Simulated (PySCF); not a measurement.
## KCl: mean field, correlation and small terms against distance

State: ¹Σ⁺, singlet, closed shell. RHF-based CCSD(T) in PySCF 2.14 with K cc-pwCVDZ-X2C, Cl aug-cc-pVDZ-DK and K cc-pwCVTZ-X2C, Cl aug-cc-pVTZ-DK (frozen core orbitals: 10; spin-free X2C with a Gaussian nucleus). Correlation energies are extrapolated as n⁻³ (n = 2, 3), Hartree–Fock as (n+1)·exp(−9√n). CV is the change on freezing 6 orbitals instead, in K cc-pwCVTZ-X2C, Cl cc-pCVTZ-DK. All energies in eV from K + Cl.

```
 R (Å)  HF/CBS  CCSD corr.      (T)       CV   total
2.3699  -2.718      -1.144  -0.1158  -0.0118  -3.989
2.4776  -3.008      -1.084  -0.1103  -0.0097  -4.212
2.5854  -3.164      -1.035  -0.1061  -0.0081  -4.313
2.6931  -3.225      -0.996  -0.1028  -0.0069  -4.331
2.8008  -3.221      -0.965  -0.1002  -0.0060  -4.292
2.9355  -3.155      -0.934  -0.0979  -0.0051  -4.193
3.0701  -3.048      -0.910  -0.0961  -0.0045  -4.059
```

A fit to the total gives Re = 2.6671 Å, De = 4.333 eV, ωe = 279.6 cm⁻¹, Be = 0.1286 cm⁻¹ (masses 38.9637 and 34.9689 u).

Question: At R = 2.6931 Å the CCSD correlation energy is -0.293657 hartree in the smaller basis and -0.438437 in the larger. Extrapolate it.

Answer: (3³·E3 − 2³·E2)/(3³ − 2³) = -0.49940 hartree; the larger basis holds 87.8 % of it.

The T1 diagnostic is 0.008. The open-shell atoms are computed with UHF. Spin–orbit coupling, excitations beyond (T) and corrections to the Born–Oppenheimer picture are left out.
